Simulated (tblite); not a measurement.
Compound: C4H12B2O4.
Numbering: `[CH3:1][O:2][B:3]([O:4][CH3:5])[B:6]([O:7][CH3:8])[O:9][CH3:10]` (hydrogens: H11, H12, H13 on C1; H14, H15, H16 on C5; H17, H18, H19 on C8; H20, H21, H22 on C10)

Cartesian coordinates in Å at the GFN2-xTB level; atoms count from 1:
```
atom  x, y, z in Å
C1    -2.7062    2.1029   -1.0465
O2    -1.4062    1.5500   -0.9976
B3    -1.0785    0.5510   -0.1430
O4    -2.0759    0.1103    0.6819
C5    -1.9137   -0.8994    1.6386
B6     0.5361   -0.0429   -0.1774
O7     1.3414    0.3543    0.8467
C8     2.7111    0.0976    1.0780
O9     0.8476   -0.8557   -1.2195
C10    2.0796   -1.4488   -1.5722
H11   -3.3953    1.4040   -1.5263
H12   -2.6492    3.0221   -1.6310
H13   -3.0748    2.3211   -0.0424
H14   -2.2556   -0.5225    2.6061
H15   -2.5259   -1.7614    1.3578
H16   -0.8688   -1.2101    1.7204
H17    3.3304    0.4274    0.2414
H18    2.8934   -0.9636    1.2676
H19    2.9927    0.6641    1.9683
H20    2.4696   -2.0833   -0.7727
H21    2.8238   -0.6910   -1.8282
H22    1.8932   -2.0676   -2.4526
```

Method: GFN2-xTB as coded in tblite; computed harmonic values from a numerical Hessian at the method's own geometry, unscaled. Against measured fundamentals such values can be off by several per cent, at times by over 20. One conformer, not necessarily the lowest. The optimisation stopped once no atom felt more than 0.01 eV/Å.

Lowest wavenumbers of the output (negative numbers stand for imaginary wavenumbers):
```
mode    cm-1
  1     -64.2
  2       7.6
  3      36.8
  4      62.1
  5      70.1
  6      79.0
  7     123.1
  8     155.3
```

Task: Is this structure a minimum?

Result: No. 1 mode is imaginary beyond 20i (64i cm⁻¹), so at this level the point lies at or near a first-order saddle.

Task: Which atoms move in the imaginary mode?

Result: 64i: H21 (methyl hydrogen) 18 %, H20 (methyl hydrogen) 18 %, H18 (methyl hydrogen) 17 %, H17 (methyl hydrogen) 17 %. These are shares of the mass-weighted motion.

Task: What is the remedy?

Result: Step along that mode in both directions, optimise again with tighter thresholds and repeat the frequencies. The zero-point energy of this point (108.0 kcal/mol) counts the 59 real modes alone, and thermal corrections from it aren't those of a minimum.

Hardware: one thread, Arm Neoverse V2, no GPU (shared host). This covers the Hessian and the dipole derivatives.
